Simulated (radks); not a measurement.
All-electron atom: Sb+ in [Kr] 4d10 5s2 5p2. Method: Dirac Kohn-Sham, PBE, spin-unpolarised, spherical densities, finite nucleus; open shells fill j = l - 1/2 first; Fermi nuclear charge, rms radius 4.6802 fm; computed with a radial shooting solver on a logarithmic mesh with Libxc functionals.

Normalised radial functions P(r) = r R(r) (large component), r in bohr:

```
   r/bohr * 4d3/2 (the largest magnitude, 1.07, reaches the edge; | marks zero)
 0.003623                             *
 0.004184                             *
 0.004832                             *
  0.00558                             *
 0.006444                             *
 0.007442                             *
 0.008595                             *
 0.009926                             *
  0.01146                             *
  0.01324                             *
  0.01541                             *
   0.0178                             *
  0.02056                             *
  0.02374                             *
  0.02742                             |*
  0.03166                             |*
  0.03657                             |*
  0.04223                             | *
  0.04877                             | *
  0.05633                             |  *
  0.06505                             |   *
  0.07513                             |    *
  0.08676                             |      *
    0.101                             |       *
   0.1167                             |         *
   0.1347                             |           *
   0.1556                             |            *
   0.1797                             |             *
   0.2075                             |             *
   0.2397                             |            *
   0.2768                             |         *
   0.3196                             |     *
   0.3691                             |*
   0.4263                       *     |
   0.4923                *            |
   0.5686          *                  |
   0.6619     *                       |
   0.7645  *                          |
   0.8829  *                          |
     1.02    *                        |
    1.178       *                     |
     1.36           *                 |
    1.571               *             |
    1.814                   *         |
    2.095                       *     |
    2.419                         *   |
    2.794                           * |
    3.227                            *|
    3.756                             *
    4.338                             *
     5.01                             *
    5.786                             *
    6.682                             *
    7.717                             *
    8.912                             *
```

4d3/2: eigenvalue -42.375 eV, 1 radial node at r = 0.374 bohr, <r> = 1.02 bohr, 90 % of the charge inside 1.58 bohr.
